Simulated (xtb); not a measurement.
BeF (SMILES [Be][F]), doublet, geometry from GFN2-xTB (such geometries of metal compounds can be far from the true shape) (the spin is typed, not shown lowest). Base run: GFN0-xTB (xtb).

xtb was given this input:
```
$ xtb mol.xyz --gfn 0 --uhf 1 --json

# file mol.xyz
2

Be    -0.00000000    -0.00000000    -0.96726424
F      0.00000000     0.00000000     0.42989522
```

The base run was repeated with changes; each row names its change, and settings that it needs were set with it.

| change | ΔE vs base (mEh) |
|---|---|
| base | 0.000 |
| acc = 0.1 | 0.000 |
| etemp = 10000 | -20.810 |
| etemp = 5000 | -1.544 |
